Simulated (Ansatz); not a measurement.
Geometry optimisation, UKS PBE/def2-SVP in Ansatz.

Input:

```yaml
crystal:
  periodic: [false, false, false]
  atoms:
    - { symbol: W, position_ang: [-0.052957, 0.130959, 0.12806] }
    - { symbol: H, position_ang: [0.927151, -0.548337, 2.784295] }
    - { symbol: F, position_ang: [1.868448, 0.122762, 0.148909] }
    - { symbol: F, position_ang: [0.01634, 1.891907, 0.862637] }
    - { symbol: F, position_ang: [-1.967365, 0.246403, 0.211298] }
    - { symbol: H, position_ang: [-0.062958, -1.5043, 0.637063] }
    - { symbol: F, position_ang: [-0.130009, -0.453063, -1.63535] }
    - { symbol: "N", position_ang: [0.074181, -0.067887, 2.420091] }
    - { symbol: H, position_ang: [-0.738695, -0.577062, 2.800172] }
    - { symbol: H, position_ang: [0.065864, 0.888618, 2.812826] }
magnetization:
  spin_polarized: true
  initial_magnetization: 1
basis:
  gaussian: { orbitals: def2-SVP }
hamiltonian:
  xc: pbe
relax:
  f_tol: 0.03
  max_steps: 50
```

Command:

```bash
$ ansatz run input.yaml --threads 4 --pin off --max-ram 5120MiB --backend cpu --events-out ev --progress --plain --runs-dir out
```

Task: Where does it end, and by what steps?

Result: The run converged. After 6 steps the energy has fallen by 0.019 eV; H2 moved furthest, 0.09 Å.

```csv
step,energy less start (eV),largest force component (eV/Å),accepted
0,0.0000,0.410,yes
1,-0.0051,0.487,yes
2,-0.0094,0.267,yes
3,-0.0177,0.174,yes
4,-0.0186,0.095,yes
5,-0.0191,0.033,yes
6,-0.0193,0.012,yes
```

```xyz
10
Properties=species:S:1:pos:R:3
W -0.040 0.132 0.141
H 0.903 -0.556 2.695
F 1.880 0.146 0.164
F 0.029 1.902 0.858
F -1.951 0.246 0.288
H -0.057 -1.505 0.657
F -0.117 -0.480 -1.614
N 0.050 -0.063 2.395
H -0.758 -0.575 2.776
H 0.061 0.883 2.810
```

Whether the end is a true minimum wasn't checked by a vibrational analysis.

Run time: 26 s on 4 threads of Arm Neoverse V1, on a shared host, peak memory 0.22 GiB.
